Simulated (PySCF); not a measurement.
Ge(H)(SiH3) (GeH4Si), SMILES [SiH3][GeH] (connectivity only; charge and spin as stated), neutral, multiplicity 1. Atoms are numbered in the order given.

```xyz
6

Ge     0.0493    -0.8693     0.0000
H     -1.5441    -0.8217     0.0000
Si     0.0052     1.5903     0.0000
H     -0.7257     2.0753     1.2029
H     -0.7257     2.0753    -1.2029
H      1.3470     2.2264     0.0000
```
Charge 0, spin multiplicity 1.

Coordinates come from a TPSSh-D3(BJ)/def2-TZVP optimisation.

Computed with TDA-B3LYP/def2-SVPD in PySCF.

Vertical excitations. Gas-phase values at a fixed geometry. State labels are in the subgroup Cs.

Computed excitation energies, oscillator strengths and character:
```json
[
 {"state": "S1", "symmetry": "A\"", "energy (eV)": "2.02", "λ (nm)": "614", "f": "0.004", "main pairs": "HOMO→LUMO 99 %"},
 {"state": "S2", "symmetry": "A\"", "energy (eV)": "3.35", "λ (nm)": "370", "f": "0.005", "main pairs": "HOMO−1→LUMO 99 %"},
 {"state": "S3", "symmetry": "A\"", "energy (eV)": "5.11", "λ (nm)": "243", "f": "0.005", "main pairs": "HOMO−2→LUMO 99 %"},
 {"state": "S4", "symmetry": "A'", "energy (eV)": "5.30", "λ (nm)": "234", "f": "0.002", "main pairs": "HOMO−3→LUMO 91 %"},
 {"state": "S5", "symmetry": "A'", "energy (eV)": "5.67", "λ (nm)": "219", "f": "0.057", "main pairs": "HOMO→LUMO+2 83 %, HOMO→LUMO+1 15 %"},
 {"state": "S6", "symmetry": "A'", "energy (eV)": "6.10", "λ (nm)": "203", "f": "0.507", "main pairs": "HOMO→LUMO+1 70 %"},
 {"state": "S7", "symmetry": "A\"", "energy (eV)": "6.46", "λ (nm)": "192", "f": "0.011", "main pairs": "HOMO→LUMO+4 98 %"},
 {"state": "S8", "symmetry": "A'", "energy (eV)": "6.53", "λ (nm)": "190", "f": "0.036", "main pairs": "HOMO→LUMO+3 93 %"},
 {"state": "S9", "symmetry": "A'", "energy (eV)": "6.78", "λ (nm)": "183", "f": "0.041", "main pairs": "HOMO→LUMO+5 83 %"},
 {"state": "S10", "symmetry": "A'", "energy (eV)": "7.25", "λ (nm)": "171", "f": "0.142", "main pairs": "HOMO−1→LUMO+2 80 %"},
 {"state": "T1", "symmetry": "A\"", "energy (eV)": "1.08", "λ (nm)": "1146", "f": "0", "main pairs": "HOMO→LUMO 99 %"},
 {"state": "T2", "symmetry": "A\"", "energy (eV)": "2.67", "λ (nm)": "464", "f": "0", "main pairs": "HOMO−1→LUMO 98 %"},
 {"state": "T3", "symmetry": "A'", "energy (eV)": "4.88", "λ (nm)": "254", "f": "0", "main pairs": "HOMO→LUMO+1 72 %, HOMO−3→LUMO 21 %"},
 {"state": "T4", "symmetry": "A'", "energy (eV)": "4.91", "λ (nm)": "253", "f": "0", "main pairs": "HOMO−3→LUMO 77 %, HOMO→LUMO+1 19 %"}
]
```
Triplets are in the Tamm–Dancoff approximation.
